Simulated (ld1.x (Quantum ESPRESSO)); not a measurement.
**u(r) = r·R(r): atom against pseudo-atom (Cd (Z = 48))**

Columns: radius, all-electron u(r) and pseudo u(r) of the 4d shell (level -45.69 eV) of cadmium in the configuration [Ar] 3d10 4s2 4p6 4d9 5s0 5p0; BLYP, scalar-relativistic, TM scheme, ld1.x (Quantum ESPRESSO) 7.5.

```tsv
r (bohr)	all-electron	pseudo
0.072	0.1427	-0.0023
0.145	0.4127	-0.0184
0.217	0.5069	-0.0587
0.290	0.4051	-0.1304
0.362	0.1884	-0.2313
0.435	-0.0724	-0.3578
0.507	-0.3209	-0.4952
0.580	-0.5377	-0.6338
0.652	-0.7070	-0.7570
0.725	-0.8329	-0.8584
0.798	-0.9164	-0.9308
0.870	-0.9635	-0.9733
0.942	-0.9826	-0.9898
1.015	-0.9799	-0.9849
1.088	-0.9607	-0.9637
1.160	-0.9303	-0.9317
1.232	-0.8920	-0.8925
1.305	-0.8481	-0.8482
1.378	-0.8011	-0.8011
1.450	-0.7534	-0.7534
1.522	-0.7055	-0.7055
1.595	-0.6576	-0.6576
1.668	-0.6110	-0.6110
1.740	-0.5667	-0.5667
1.812	-0.5244	-0.5244
1.885	-0.4837	-0.4837
```

How many radial nodes do the two functions have?

The all-electron 4d function has n − l − 1 = 1; the pseudo-wave has 0, since the states of the same l below it are removed with the core.

At about which radius was the pseudo-wave matched?

1.45 bohr. The columns agree to 0.0005 from 1.23 bohr on; several derivatives are matched, so the curves merge somewhat inside the radius.

Where does each function peak?

Outermost all-electron maximum near 0.94 bohr, pseudo maximum near 0.94 bohr (to the table’s step).

Is the pseudo-wave norm-conserving?

Yes: the TM scheme keeps the norm inside the radius equal to the all-electron one, which fixes the energy derivative of the logarithmic derivative at the level.
